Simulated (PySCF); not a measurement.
PySCF job for B(F)(GeH3)(OH) (BFGeH4O), SMILES O[B](F)[GeH3], KT2/pcSseg-1. Geometry: PBE0-D3(BJ)/def2-SVP. This is a generated structure with no PubChem entry under its InChIKey; it may be hypothetical. The values are those of a single conformer.

```python
import numpy as np
from pyscf import gto, scf, dft
from pyscf.prop.nmr import rks as nmr

mol = gto.M(
    atom='''
    B    -0.00824808    1.05100314    0.00000000
    F    -1.17160886    1.70984020   -0.00000000
    Ge    0.01558918   -1.02135033    0.00000000
    H    -0.71687891   -1.57012140    1.24023854
    H    -0.71687890   -1.57012139   -1.24023856
    H     1.45079904   -1.57490978   -0.00000001
    O     1.13594524    1.75550616   -0.00000000
    H     0.98226318    2.71073617    0.00000000
    ''',
    basis='pcSseg-1',
    charge=0,
    spin=0,
    max_memory=1600,
    verbose=3,
)
mf = dft.RKS(mol, xc='kt2')
mf.grids.level = 3
mf.conv_tol = 1e-10
mf.max_cycle = 100
mf.kernel()
n = nmr.NMR(mf)
n.verbose = 2
n.max_cycle_cphf = 60
sigma = n.kernel()
print('atom   isotropic/ppm   span/ppm')
for i, s in enumerate(sigma):
    w = np.linalg.eigvalsh((s + s.T) / 2)
    print(f'{mol.atom_symbol(i):2s}{i + 1:3d} {w.mean():14.3f} {w[2] - w[0]:11.3f}')
```

Log of the run:

```
converged SCF energy = -2290.59109026292
atom   isotropic/ppm   span/ppm
B   1         71.104      34.766
F   2        197.869     296.453
Ge  3       1706.002      71.478
H   4         27.803      16.583
H   5         27.803      16.583
H   6         27.825      17.199
O   7        166.515     204.223
H   8         26.264      15.004
```

The run converged.
